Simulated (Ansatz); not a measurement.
Mulliken charges of CH$_{3}$BClNOS (`NB(Cl)OC=S`) from r2SCAN/def2-TZVPP in Ansatz (PBE0-D4/def2-TZVP geometry).

| atom | x (Å) | y (Å) | z (Å) | charge (e) |
| --- | --- | --- | --- | --- |
| N1 | 0.273 | -1.740 | -0.551 | -0.300 |
| B2 | 0.103 | -0.595 | 0.210 | 0.347 |
| Cl3 | 0.131 | -0.674 | 1.976 | -0.185 |
| O4 | -0.088 | 0.599 | -0.468 | -0.254 |
| C5 | -0.267 | 1.798 | 0.092 | 0.123 |
| S6 | -0.484 | 3.145 | -0.755 | -0.202 |
| H7 | 0.416 | -2.647 | -0.147 | 0.184 |
| H8 | 0.259 | -1.711 | -1.556 | 0.188 |
| H9 | -0.253 | 1.780 | 1.182 | 0.097 |

Question: By hand: the dipole of these point charges (1 e Å = 4.8032 D).

Answer: Σ q r = (0.118, -0.762, -0.050) e Å, of length 0.773 e Å = 3.71 D.

Question: How does the dipole of the full density compare? (An estimate is asked.)

Answer: Computed: (0.124, -0.799, -0.025) e Å, 3.89 D; the point charges give 0.95 times that, at 2° from its direction.

Point charges leave out the atoms' own dipoles, such as those of lone pairs, and Mulliken's split depends on the basis, so the close match here is no proof of good charges.
